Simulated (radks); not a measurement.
Species: the vanadium ion V6+. Configuration: [Ne] 3s2 3p5.

Method: scalar-relativistic Kohn-Sham, LDA (Slater exchange, Perdew-Wang correlation), spin-polarised, spherical densities, finite nucleus; open shells are filled with parallel spins first; Fermi nuclear charge, rms radius 3.6002 fm; computed with a radial shooting solver on a logarithmic mesh with Libxc functionals.

Energy parts (eV):
| part | energy |
|---|---|
| total | -25479.140 |
| kinetic | 25709.616 |
| electron-nucleus | -58865.216 |
| Hartree | 8763.363 |
| exchange-correlation | -1086.902 |

Orbitals (lengths in bohr, moments of r in powers of bohr):
orbital  occ.  eigenvalue (eV)       <r^4>
1s up       1        -5461.955  0.00009135
1s down     1        -5461.433  0.00009134
2s up       1        -712.2529     0.02218
2s down     1        -711.7456     0.02213
2p up       3        -614.1745     0.01748
2p down     3        -613.5473     0.01744
3s up       1        -168.4120       1.248
3s down     1        -166.6982       1.262
3p up       3        -141.1624       1.508
3p down     2        -139.4918       1.532

The highest occupied level is 3p down at -139.49 eV. The electron density at the nucleus is 9897 e/bohr^3 (large components only). Summed over all electrons, <r^2> = 7.461 bohr^2, which gives a Langevin (diamagnetic) susceptibility term of -5.91 x 10^-6 cm^3/mol. The density falls to 0.001 e/bohr^3 at r = 2.24 bohr. The spin density at the nucleus is -0.1723 e/bohr^3 (1s -0.4363, 2s -0.0354, 3s 0.2994).
